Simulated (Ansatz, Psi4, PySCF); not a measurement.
CH$_{3}$O (SMILES C=[OH+]), charge +1, singlet, geometry from GFN2-xTB. Base run: PBE/cc-pVDZ run with PySCF.

Input for PySCF:
```python
from pyscf import gto, scf, dft

mol = gto.Mole()
mol.atom = '''
    O    -0.103649   -0.129330    0.589891
    C     0.111729    0.040165   -0.600830
    H     0.141939    1.016085   -1.104047
    H     0.288384   -0.857768   -1.211331
    H    -0.271502    0.635328    1.201233
'''
mol.basis = 'cc-pvdz'
mol.charge = 1
mol.spin = 0
mol.verbose = 4
mol.build()

mf = dft.RKS(mol)
mf.xc = 'pbe'
mf.kernel()
```

The same geometry, method and basis name were run in Ansatz (a first-principles code) and Psi4 and PySCF, at each program's defaults and at the settings that a row names. The base is PySCF at its defaults. Differences at the defaults can come from grids, fitting, cores and function types together.

```
code and settings                                                                             ΔE vs base (µEh)  basis functions      E (Eh)  SCF cycles
--------------------------------------------------------------------------------------------  ----------------  ---------------  ----------  ----------
PySCF, defaults (exact integrals, its default grid, spherical functions)                                   0.0               43  -114.65555           9
Psi4, defaults (density fitting with its default set, its default grid, spherical functions)             -61.9               43  -114.65561           8
Ansatz, defaults (factorised integrals, its default grid, spherical functions)                            -2.4               43  -114.65555           -
PySCF, density fitting with def2-universal-jkfit                                                         -49.1               43  -114.65560           9
PySCF, fine grid                                                                                          -0.5               43  -114.65555           9
Psi4, exact integrals, spherical functions, fine grid                                                     -0.5               43  -114.65555           9
Ansatz, high accuracy                                                                                     -0.5               43  -114.65555           -
```
